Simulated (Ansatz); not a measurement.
A made-up structure of NaB2H3S, singlet:

| atom | x (Å) | y (Å) | z (Å) |
| --- | --- | --- | --- |
| B1 | -0.6944 | 0.3808 | 0.7006 |
| S2 | -0.3493 | 1.3636 | -0.7552 |
| B3 | 0.3219 | -1.1333 | 0.5750 |
| Na4 | 0.2295 | -2.8506 | 2.3611 |
| H5 | 0.5336 | 0.9125 | -1.6862 |
| H6 | -0.9905 | 2.5552 | -0.8914 |
| H7 | 0.9804 | -1.1405 | -0.4343 |

It is relaxed with PBE-D4/def2-SVP and then PBE0-D4/def2-TZVP (Ansatz 0.2.0). Atoms count as bonded within 1.22 times the sum of their covalent radii (H–H: 0.88 Å). The end point is not checked to be a true minimum.

**Question.** Does its bonding change? (A judgement: the text doesn't fix the answer.)

**Answer.** By the calculation: Yes. Formed: B1–Na4; broken: none.

Where it ends: The first stage lowers the energy by 3.35 eV in 21 steps. It ends as NaB₂H₃S ([SH2][B]1[BH][Na]1):
```xyz
7
angstrom
B -0.0115 -0.1798 -0.0759
S -0.2502 1.3380 -0.9394
B -0.0167 -1.6381 -0.2289
Na 0.5699 -1.0046 2.2118
H 0.7832 2.2106 -0.7094
H -1.0719 2.1850 -0.2402
H 0.0285 -2.8234 -0.1483
```

Labels in which every atom is bracketed show which atoms are joined, not bond orders.

For scale, one of the runs: PBE0-D4/def2-TZVP relaxation, 149 basis functions, launched by `ansatz run in.yaml --threads 2 --pin off --events-out ev --progress --plain --max-ram 4352MiB`. The run took about 25 s on 2 CPU threads of an Arm Neoverse V2 (shared host).
